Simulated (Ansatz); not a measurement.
Molecule: phosphanylboronic acid, sum formula H$_{4}$BPO$_{2}$ (charge 0, singlet). 
Structure (B3LYP-D3(BJ)/def2-TZVP (Ansatz, a program for electronic structure) minimum search):
SMILES: OB(O)P
```xyz
8

O     -0.9983     1.3381     0.3178
B     -0.4900     0.0832     0.1146
O     -1.3400    -0.9763     0.1824
P      1.3505    -0.2649    -0.4092
H     -0.3561     2.0512     0.2737
H     -2.2486    -0.7129     0.3768
H      1.9496     0.6882     0.4541
H      1.5537    -1.3628     0.4590
```
Charge 0, spin multiplicity 1.

Dipole moments at this geometry, in debye (magnitudes).

```csv
level,program,dipole (D)
SVWN5/def2-TZVPD,Ansatz,1.69
PBE/def2-TZVPD,Ansatz,…
revPBE/def2-TZVPD,Ansatz,1.68
r2SCAN/def2-TZVPD,Ansatz,1.72
B97M-V/def2-TZVPD,Ansatz,1.66
B3LYP/def2-TZVPD,Ansatz,1.66
BHLYP/def2-TZVPD,Ansatz,1.68
r2SCANh/def2-TZVPD,Ansatz,1.72
r2SCAN0/def2-TZVPD,Ansatz,1.72
HSE06/def2-TZVPD,Ansatz,1.70
CAM-B3LYP/def2-TZVPD,Ansatz,1.69
wB97X-V/def2-TZVPD,Ansatz,1.72
CCSD(T)/aug-cc-pV(D+d)Z,Ansatz,…
```

Q: Some entries are withheld; supply them.

A: 
- PBE/def2-TZVPD, dipole (D): 1.67
- CCSD(T)/aug-cc-pV(D+d)Z, dipole (D): 1.66
